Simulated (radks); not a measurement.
Values are calculated unless marked as measured or tabulated.
Excited configurations of Sr17+: one electron is placed in a higher orbital outside [Ar] 3d2. The ground configuration is [Ar] 3d3. Code: a radial shooting solver on a logarithmic mesh with Libxc functionals. Model: scalar-relativistic Kohn-Sham, r2SCAN, spin-unpolarised, spherical densities, finite nucleus; meta-GGA in the generalised Kohn-Sham scheme; Fermi nuclear charge, rms radius 4.224 fm. Excitation = E - E(ground); binding = E(ion) - E, where the ion is the core of charge +18; n* = 18/sqrt(2 binding) in atomic units. These energies are relativistic, and a one-electron ion of charge +18 with no core already has n* below n in this formula (scalar-relativistic equation, point nucleus: 4d 3.998, 4f 3.999, 5s 4.993, 5p 4.996, 5d 4.998, 5f 4.999, 6s 5.992, 6p 5.995, 6f 5.999, 7s 6.992, 7p 6.995, 7f 6.998). The quantum defect is therefore taken as that value minus n*, so that it holds no relativistic shift of the bare ion.

outer orbital	excitation (eV)	binding (eV)	quantum defect	eigenvalue (eV)	<r> (bohr)
4d	335.59	326.62	0.324	-316.40	0.9636
4f	374.99	287.22	0.081	-275.92	0.9138
5s	426.96	235.25	0.664	-229.48	1.569
5p	441.16	221.05	0.530	-215.46	1.614
5d	461.19	201.02	0.315	-195.27	1.661
5f	478.14	184.07	0.105	-178.06	1.643
6s	507.05	155.16	0.662	-151.47	2.374
6p	514.84	147.36	0.526	-143.77	2.442
6f	534.90	127.31	0.114	-123.61	2.539
7s	552.20	110.00	0.662	-107.47	3.347
7p	556.94	105.27	0.524	-102.81	3.439
7f	569.10	93.107	0.118	-90.591	3.602

The Delta-SCF ionisation energy is 662.21 eV (NIST Atomic Spectra Database: 665 eV, theoretical). Self-interaction in the functional shifts the binding energies and quantum defects, so they are the method's values and not measured ones. Spin polarisation and multiplet splitting are left out, so open shells lie too high by an amount that depends on their filling.

Beside tabulated values, note that spin-unpolarised runs miss the spin-polarisation part of the exchange energy of open shells.
